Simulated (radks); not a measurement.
The numbers below are computed, except where a source is named.
The indium ion In3+, 46 electrons, occupied as [Kr] 4d10. Code: a radial shooting solver on a logarithmic mesh with Libxc functionals. Model: non-relativistic Kohn-Sham, exchange-only LDA, spin-polarised, spherical densities, point nucleus; relativity is left out, which matters for an element this heavy.

Radial electron density D(r) = 4 pi r^2 rho(r):

r (bohr)  D(r) (e/bohr)
0.001967          3.308
0.002236          4.163
0.002562          5.292
0.002911          6.606
0.003336          8.319
0.003791          10.28
0.004309          12.62
0.004936          15.58
0.00561           18.84
0.006428          22.84
0.007306          27.08
0.008303          31.75
0.009513          37.06
0.01081           42.22
0.01239           47.62
0.01408           52.32
0.016             56.33
0.01833           59.46
0.02083           61.07
0.02387           61.22
0.02713           60.01
0.03083           57.87
0.03533           55.38
0.04015           53.74
0.046             53.78
0.05228           56.17
0.05942           60.85
0.06808           67.51
0.07737           73.76
0.08794           78.06
0.1007            78.72
0.1145            75.12
0.1312            68.04
0.1491            60.90
0.1695            56.22
0.1942            55.87
0.2207            59.30
0.2528            63.62
0.2873            64.35
0.3266            59.33
0.3741            48.23
0.4252            35.73
0.4872            24.88
0.5537            19.67
0.6293            19.11
0.721             20.93
0.8195            22.03
0.9388            20.78
1.067             17.46
1.213             13.14
1.389             8.706
1.579             5.373
1.809             2.918
2.056             1.493
2.337            0.6878
2.677            0.2639
3.043           0.09208
3.486           0.02488
3.963          0.005890

D(r) has 4 maxima, at r = 0.0226, 0.0960, 0.276, 0.826 bohr, and minima at 0.0428, 0.184, 0.600 bohr, inside which lie 2.01, 11.35, 29.00 electrons.
